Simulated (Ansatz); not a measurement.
VBr₄, that is [VBr4]- with one electron fewer. The state is a doublet with charge 0. Geometry r2SCAN-D4/def2-SVPD, that of the charge -1 triplet; atoms count from 1.

| atom | x (Å) | y (Å) | z (Å) |
| --- | --- | --- | --- |
| V1 | 0.0000 | 0.0000 | 0.0000 |
| Br2 | 1.4964 | 1.7973 | -0.5106 |
| Br3 | 1.2168 | -2.0609 | 0.0529 |
| Br4 | -1.7029 | -0.1216 | -1.6780 |
| Br5 | -1.0103 | 0.3852 | 2.1357 |

(1) Estimate the Mulliken populations from the PBE0/def2-TZVPD orbitals of Ansatz.

(2) Where does the spin sit?

(3) And the Mayer bond orders between bonded heavy atoms (over 0.3)?

Answers

(1) 
```csv
atom,charge (e),spin (α − β),d electrons
V1,0.29,1.36,3.14
Br2,-0.07,-0.09,–
Br3,-0.07,-0.09,–
Br4,-0.07,-0.09,–
Br5,-0.07,-0.09,–
```
Mulliken values and Mayer orders depend strongly on the basis. With diffuse functions, as here, like atoms can get unlike values, and bond orders can come out too low or too high.

(2) Summed by element: V 1.36, Br -0.36, of 1 unpaired in all. Largest on single atoms: V1 1.36, Br3 -0.09, Br4 -0.09.

(3) V1–Br2 1.34 (2.39 Å); V1–Br3 1.34 (2.39 Å); V1–Br4 1.34 (2.39 Å); V1–Br5 1.34 (2.39 Å).
